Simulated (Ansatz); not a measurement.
The same hydrogenolysis along the group O, S, Se.

Gas-phase electronic energies from Ansatz, PBE0-D4/def2-TZVP geometries. CCSD(T)/CBS is the MP2 limit (def2-TZVPP, def2-QZVPP) plus CCSD(T) − MP2 in def2-TZVPP, frozen cores. This one scheme is used for every species. DFT in def2-TZVPP. For Se outer-core shells are correlated without core-valence functions, which leaves a few kJ/mol of doubt a bond. Scalar relativity is left out up to krypton.

```
                          reaction  B97M-V (kJ/mol)  ωB97M-V (kJ/mol)  PBE0-D4 (kJ/mol)  MP2/CBS(def2) (kJ/mol)
      `COC#N` + H₂ → CH₃OH + `C#N`              -78               -86               -77                     -92
      `CSC#N` + H₂ → CH₃SH + `C#N`              -35               -43               -34                     -36
`C[Se]C#N` + H₂ → `C[SeH]` + `C#N`              -39               -43               -37                     -34
```

(1) Give the CCSD(T)/CBS values in the same order. (Estimate.)

Largest T1 diagnostic: 0.014, for `C#N`.

Results:

(1) Ansatz gave: -94, -45, -43 kJ/mol.
